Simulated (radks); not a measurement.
Values are calculated unless marked as measured or tabulated.
Problem. Ionisation of neutral xenon, [Xe], to Xe+, [Kr] 4d10 5s2 5p5, under several functionals. Dirac Kohn-Sham, spin-unpolarised, spherical densities, point nucleus; open shells fill j = l - 1/2 first; a radial shooting solver on a logarithmic mesh with Libxc functionals. Known Delta-SCF values: AM05 12.083 eV; LDA (Slater exchange, VWN5 correlation) 12.260 eV. What does LDA (Slater exchange, Perdew-Wang correlation) give, and what is its highest occupied eigenvalue?

Solution. 12.258 eV by Delta-SCF; the 5p3/2 eigenvalue is -7.994 eV. NIST: 12.130 eV (measured).

Beside tabulated values, note that spin-unpolarised runs miss the spin-polarisation part of the exchange energy of open shells.
